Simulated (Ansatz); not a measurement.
C$_{8}$H$_{24}$GeO$_{2}$Si$_{2}$ (`C[O][Ge]([O]C)([Si](C)(C)C)[Si](C)(C)C`), relaxed with RKS PBE-D4/def2-SVP in the Gaussian-basis code of Ansatz from a rough embedded geometry. The force threshold is 0.03 eV/Å; the program also tests the step.

The species carries charge 0 and has multiplicity 1.

Start:

```xyz
37

C    -0.765    2.170   -2.156
O     0.201    1.978   -1.171
Ge    0.153    0.245   -0.713
O     0.557   -0.870   -2.019
C     1.822   -0.508   -2.554
Si    1.683   -0.042    1.055
C     2.082   -1.859    1.283
C     3.240    0.894    0.717
C     0.963    0.651    2.669
Si   -1.951   -0.348    0.092
C    -2.665    1.019    1.139
C    -1.833   -1.940    1.096
C    -3.053   -0.671   -1.432
H    -0.563    3.229   -2.617
H    -1.772    2.121   -1.820
H    -0.525    1.477   -3.036
H     2.635   -0.834   -1.816
H     2.033   -1.026   -3.496
H     1.921    0.598   -2.761
H     2.836   -1.939    2.055
H     2.526   -2.236    0.287
H     1.121   -2.434    1.508
H     2.988    1.938    0.508
H     3.738    0.503   -0.217
H     3.897    0.841    1.595
H     1.735    0.569    3.438
H     0.613    1.713    2.518
H     0.081    0.024    2.965
H    -2.022    1.152    2.018
H    -3.651    0.677    1.463
H    -2.741    1.938    0.542
H    -1.381   -2.761    0.459
H    -1.215   -1.761    2.004
H    -2.862   -2.271    1.370
H    -4.042   -1.059   -1.022
H    -2.617   -1.442   -2.022
H    -3.168    0.266   -1.931
```

(1) By how much does the energy fall, and how many steps does the optimiser take? (An estimate is asked.)

(2) Which bonds change most? (Estimate.)

(3) Give the relaxed structure. (Estimate.)

Results:

(1) Ansatz gave: 103.47 kJ/mol, in 8 steps.

(2) The calculation gave: Ge3–Si10 from 2.330 to 2.406 Å; Ge3–O4 from 1.765 to 1.834 Å; C1–H14 from 1.173 to 1.112 Å; C1–H15 from 1.064 to 1.118 Å.

(3) The calculation gave: 
```xyz
37

C    -0.603    2.431   -1.971
O     0.302    1.911   -1.021
Ge    0.118    0.169   -0.478
O     0.412   -0.865   -1.964
C     1.679   -0.831   -2.583
Si    1.877    0.024    1.156
C     2.368   -1.795    1.379
C     3.332    1.082    0.564
C     1.172    0.709    2.781
Si   -2.157   -0.434    0.027
C    -2.953    0.928    1.080
C    -2.074   -2.054    1.015
C    -3.079   -0.700   -1.606
H    -0.282    3.460   -2.244
H    -1.648    2.502   -1.580
H    -0.640    1.828   -2.909
H     2.492   -1.243   -1.933
H     1.645   -1.456   -3.503
H     1.988    0.199   -2.884
H     3.168   -1.900    2.141
H     2.740   -2.230    0.429
H     1.500   -2.403    1.709
H     2.964    2.092    0.291
H     3.804    0.641   -0.337
H     4.109    1.183    1.351
H     1.934    0.678    3.589
H     0.846    1.762    2.656
H     0.295    0.117    3.119
H    -2.389    1.080    2.023
H    -3.998    0.664    1.345
H    -2.970    1.896    0.539
H    -1.571   -2.848    0.426
H    -1.509   -1.919    1.960
H    -3.092   -2.412    1.276
H    -4.087   -1.134   -1.438
H    -2.494   -1.387   -2.250
H    -3.198    0.256   -2.156
```
